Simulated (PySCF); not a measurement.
Compound: SnH2MeF, CH₅FSn.
Geometry (PBE0-D3(BJ)/def2-SVP, Å), atoms numbered from 1 in this order:
```xyz
8
CH5FSn angstrom
Sn     0.5540   -0.7527    0.3144
H      0.4214   -1.0765    1.9915
H      2.1664   -0.8061   -0.2598
C     -0.5294    0.9785   -0.3140
H     -0.0941    1.8791    0.1431
H     -1.5795    0.8888   -0.0035
H     -0.4809    1.0697   -1.4076
F     -0.3196   -2.2664   -0.5478
```

Method: PBE0-D3(BJ)/def2-SVP geometry optimisation, gas phase, def2 core potentials past Kr in PySCF 2.14.0.

(1) Which atoms are bound to Sn1, and at what distances?

(2) List the angles at Sn1.

(3) What is the shape at Sn1?

(4) What are the other bond lengths?

(5) What are the rotational constants (commonest isotopes, rigid rotor)?

Answers

(1) 4 atoms: H3 1.712 Å, H2 1.713 Å, F8 1.949 Å, C4 2.137 Å. The nearest atom not counted as bound is H6, at 2.71 Å (others tie with it).

(2) 
```tsv
angle	degrees	distance of the outer atoms (Å)
H3–Sn1–C4	113.8	3.23
H2–Sn1–C4	113.7	3.23
H2–Sn1–H3	113.3	2.86
C4–Sn1–F8	105.8	3.26
H2–Sn1–F8	104.6	2.90
H3–Sn1–F8	104.5	2.90
```

(3) Distorted tetrahedral: angles from 104.5° to 113.8°; τ4 = (360° − α − β)/141° = 0.94 with α and β the two widest (0 for a square, 1 for a tetrahedron).

(4) C4–H5, C4–H6, C4–H7 1.099 Å.

(5) A = 9893, B = 5096, C = 3642 MHz: an asymmetric top.

Point group: Cs (every atom within 0.08 Å of its image). Charge 0, singlet. PBE0-D3(BJ)/def2-SVP frequencies: not computed here.
